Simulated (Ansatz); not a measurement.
Reaction (silylene formation by 1,1-elimination): `O[SiH2]C#C[SiH2]F` → `C#C[SiH2]O` + `F[SiH]`

Computed with Ansatz on PBE0-D4/def2-TZVP structures; ΔE is electronic, products minus reactants. CCSD(T)/CBS adds triple-zeta CCSD(T) − MP2 to the extrapolated MP2 energy (def2 sets, frozen cores). This one scheme is used for every species. Functionals use def2-TZVPP. One conformer a species, not always the lowest.

```
            species  r2SCANh energy (Eh)
`O[SiH2]C#C[SiH2]F`           -833.27034
       `C#C[SiH2]O`           -443.26731
           `F[SiH]`           -389.90332
```

Work out ΔE.

ΔE = (-443.26731) + (-389.90332) − (-833.27034) = 0.09971 Eh = +2.71 eV. CCSD(T)/CBS gives +2.52 eV.

Largest T1 diagnostic among the species: 0.015.

From PBE to PBE0 (25 % exact exchange), in def2-TZVPP and without D4, ΔE moves by +0.14 eV. The D4 term adds +0.11 eV with B3LYP and +0.06 eV with PBE0; it sums over pairs of atoms, weighted by their polarisabilities, and B3LYP, whose exchange is more repulsive, gets the larger term.

B3LYP here is the variant with VWN-RPA as its local correlation; programs differ in this.
